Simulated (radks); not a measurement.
Values are calculated unless marked as measured or tabulated.
Ionisation of Sr3+, [Ar] 3d10 4s2 4p5, to Sr4+, [Ar] 3d10 4s2 4p4, under several functionals. Dirac Kohn-Sham, spin-unpolarised, spherical densities, finite nucleus; open shells fill j = l - 1/2 first; a radial shooting solver on a logarithmic mesh with Libxc functionals.

functional,E(Sr3+) (hartree),Exc (hartree),IE (eV),-e(HOMO) (eV),<r> HOMO (bohr),IE error (eV)
OLYP,-3178.89714,-105.65603,56.964,49.832,1.499,+0.684
HCTH/407,-3179.64114,-106.45530,57.328,50.184,1.494,+1.048
B86b exchange with PBE correlation,-3178.06193,-104.74388,56.864,49.737,1.501,+0.584
RPBE,-3177.83206,-104.51181,56.805,49.684,1.502,+0.525
"LDA (Slater exchange, Perdew-Zunger correlation)",-3173.87373,-100.48970,56.999,49.857,1.500,+0.719
BLYP,-3178.05912,-104.73400,56.659,49.524,1.504,+0.379
revPBE,-3177.76198,-104.44110,56.806,49.682,1.501,+0.526
XLYP,-3178.43962,-105.11971,56.685,49.551,1.505,+0.405

NIST Atomic Spectra Database: 56.280 eV (semi-empirical). Closest: BLYP. The Delta-SCF values span 0.67 eV, the total energies 5.77 hartree. The highest occupied level is 4p3/2. Spin polarisation and multiplet splitting are left out, so open shells lie too high by an amount that depends on their filling.

Beside tabulated values, note that spin-unpolarised runs miss the spin-polarisation part of the exchange energy of open shells.
